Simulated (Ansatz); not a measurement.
Job for Ansatz (a first-principles code): R-B3LYP-D3(BJ)/def2-SVP on SiH4 (SMILES [SiH4]).

Ansatz 0.2 input:
```yaml
crystal:
  periodic: [false, false, false]
  atoms:
    - {symbol: Si, position_ang: [0.00000000, 0.00000000, 0.00000000]}
    - {symbol: H, position_ang: [0.85610000, 0.85610000, 0.85610000]}
    - {symbol: H, position_ang: [-0.85610000, -0.85610000, 0.85610000]}
    - {symbol: H, position_ang: [-0.85610000, 0.85610000, -0.85610000]}
    - {symbol: H, position_ang: [0.85610000, -0.85610000, -0.85610000]}
basis:
  gaussian:
    orbitals: def2-SVP
hamiltonian:
  xc: b3lyp
  dispersion: d3bj
relax: {f_tol: 0.004, max_steps: 120}
scf: {lower_state_search: off}
```

Program output:

```
WARN ansatz: RAYON_NUM_THREADS=4 ignored (pool sized by the plan → 4); use --threads N
Functional definition: B3LYP
these checks for a lower state are left out or cut short: stability, starts, cluster_reference, orbital_swaps, neighbouring_geometries, increment
integrals: 0.01 GiB planned
395 factors; integrals over basis functions are off by at most 1.1e-4 eV
mean field: 0.09 GiB planned
mean field evaluation 1: about -7940.2887 eV, gradient 7.8e0 eV
mean field evaluation 2: about -7940.5350 eV, gradient 2.7e0 eV
mean field evaluation 4: about -7940.5648 eV, gradient 3.1e-2 eV
mean field evaluation 8: about -7940.5639 eV, gradient 7.5e-5 eV
mean field -7940.56393918 eV, -291.8103424573 hartree, gradient 3.1e-6 eV, S^2 0.000000; 0 other end points of the search recorded, 0 dependent functions left out
the calculation of the forces begins
reference -7940.56413494 eV, -291.8103496512 hartree; 9, 9 occupied and 29, 29 virtual orbitals, 395 factors
relax step   1: F+E_penalty+E_count = -7940.65010736 eV  Δ(F+E_penalty+E_count) = +0.000e0 eV  max|allowed force component| = 8.353e-2 eV/Å  Δτ_max = 0.0000 Å  (10 SCF iters, accepted)
these checks for a lower state are left out or cut short: stability, starts, cluster_reference, orbital_swaps, neighbouring_geometries, increment
integrals: 0.01 GiB planned
395 factors; integrals over basis functions are off by at most 1.1e-4 eV
mean field: 0.09 GiB planned
mean field evaluation 16: about -7940.5661 eV, gradient 1.5e-4 eV
mean field -7940.56607555 eV, -291.8104209673 hartree, gradient 3.1e-7 eV, S^2 0.000000; 0 other end points of the search recorded, 0 dependent functions left out
the calculation of the forces begins
reference -7940.56627163 eV, -291.8104281734 hartree; 9, 9 occupied and 29, 29 virtual orbitals, 395 factors
relax step   2: F+E_penalty+E_count = -7940.65219778 eV  Δ(F+E_penalty+E_count) = -2.090e-3 eV  max|allowed force component| = 1.996e-2 eV/Å  Δτ_max = 0.0058 Å  (11 SCF iters, accepted)
these checks for a lower state are left out or cut short: stability, starts, cluster_reference, orbital_swaps, neighbouring_geometries, increment
integrals: 0.01 GiB planned
395 factors; integrals over basis functions are off by at most 1.1e-4 eV
mean field: 0.09 GiB planned
mean field -7940.56621846 eV, -291.8104262195 hartree, gradient 2.7e-6 eV, S^2 0.000000; 0 other end points of the search recorded, 0 dependent functions left out
the calculation of the forces begins
reference -7940.56641466 eV, -291.8104334295 hartree; 9, 9 occupied and 29, 29 virtual orbitals, 395 factors
relax step   3: F+E_penalty+E_count = -7940.65232674 eV  Δ(F+E_penalty+E_count) = -1.290e-4 eV  max|allowed force component| = 9.069e-5 eV/Å  Δτ_max = 0.0019 Å  (10 SCF iters, accepted)
Total energy: -7940.65252294 eV, -291.8135978503 hartree
Atom 0 at    -0.000000    -0.000000     0.000000 Å, force    -0.000000    -0.000000     0.000000 eV/Å
Atom 1 at     0.860549     0.860549     0.860549 Å, force     0.000091     0.000091     0.000091 eV/Å
Atom 2 at    -0.860549    -0.860549     0.860549 Å, force    -0.000091    -0.000091     0.000091 eV/Å
Atom 3 at    -0.860549     0.860549    -0.860549 Å, force    -0.000091     0.000091    -0.000091 eV/Å
Atom 4 at     0.860549    -0.860549    -0.860549 Å, force     0.000091    -0.000091    -0.000091 eV/Å
Dipole moment:    -0.000000     0.000000     0.000000 e Å
Checks for a lower state left out: stability, starts, cluster_reference, orbital_swaps, neighbouring_geometries, increment
```

The calculation finished and met its thresholds.

Cost: roughly 1.8 core-seconds.
